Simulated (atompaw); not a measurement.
**An all-electron radial function and its pseudo partner (sulfur (S))**

Columns: radius, all-electron u(r) and pseudo u(r) of the 2s shell (level -212.08 eV) of sulfur in the configuration [He] 2s2 2p6 3s1.75 3p4.25; PBE, scalar-relativistic, PAW (atompaw) scheme, atompaw 4.2.0.5.

```tsv
r (bohr)	all-electron	pseudo
0.037	-0.6745	0.2534
0.073	-0.6155	0.4925
0.110	-0.2590	0.7236
0.146	0.1650	0.9278
0.183	0.5752	1.1109
0.219	0.9071	1.2592
0.256	1.1659	1.3781
0.292	1.3403	1.4601
0.329	1.4496	1.5102
0.365	1.4994	1.5275
0.402	1.5050	1.5159
0.438	1.4766	1.4803
0.475	1.4223	1.4232
0.512	1.3504	1.3505
0.548	1.2697	1.2697
0.585	1.1804	1.1804
0.621	1.0911	1.0911
0.658	0.9997	0.9997
0.694	0.9130	0.9130
0.731	0.8276	0.8276
0.767	0.7490	0.7490
0.804	0.6735	0.6735
0.840	0.6053	0.6053
0.877	0.5409	0.5409
0.913	0.4836	0.4836
0.950	0.4301	0.4301
```

Q: How many radial nodes do the two functions have?

A: The all-electron 2s function has n − l − 1 = 1; the pseudo-wave has 0, since the states of the same l below it are removed with the core.

Q: At about which radius was the pseudo-wave matched?

A: 0.60 bohr. The columns agree to 0.0005 from 0.51 bohr on; several derivatives are matched, so the curves merge somewhat inside the radius.

Q: Is the pseudo-wave norm-conserving?

A: No, it belongs to a PAW set: the norm inside the radius is not constrained, and the difference is carried by the augmentation charge.
